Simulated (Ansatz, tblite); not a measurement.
Cost and result up the ladder for Cu2Cl2⁻ (4 atoms). The state is a doublet with charge -1. Geometry: r2SCAN-D4/def2-SVPD.

Cartesian coordinates in Å:
```
Cu -0.030 0.371 0.373
Cu 0.510 -1.181 -1.432
Cl 0.980 2.000 1.341
Cl -1.460 -1.190 -0.283
```

Ansatz on 4 threads of Intel Xeon on a shared host; xTB runs through tblite on one thread. Times are rough, summed over both states, and most runs start from the orbitals of an earlier one. PBE0-D4/def2-TZVPD serves as the yardstick here, not as an exact answer. The other state is a singlet.

The xTB rows come from tblite. The structure comes from a short search, and lower isomers may exist.

Raw xTB energies of ions are shifted by several eV, and xTB has no spin-polarisation term.

```
                          level  functions  wall time
                       GFN1-xTB         36    0.019 s
                       GFN2-xTB         36    0.025 s
PBE-D4/def2-TZVPD (with forces)        188      9.4 s
             PBE0-D4/def2-TZVPD        188       19 s
           r2SCAN-D4/def2-TZVPD        188       22 s
```

(1) Estimate what each level gives for the vertical IE (eV).

Results:

(1) 
```tsv
level	vertical IE (eV)	difference from PBE0-D4/def2-TZVPD (eV)	remarks
GFN1-xTB	7.38	5.14	–
GFN2-xTB	5.31	3.07	–
PBE-D4/def2-TZVPD (with forces)	2.30	0.06	HOMO above zero (-1 doublet)
PBE0-D4/def2-TZVPD	2.24	0.00	–
r2SCAN-D4/def2-TZVPD	2.37	0.12	–
```
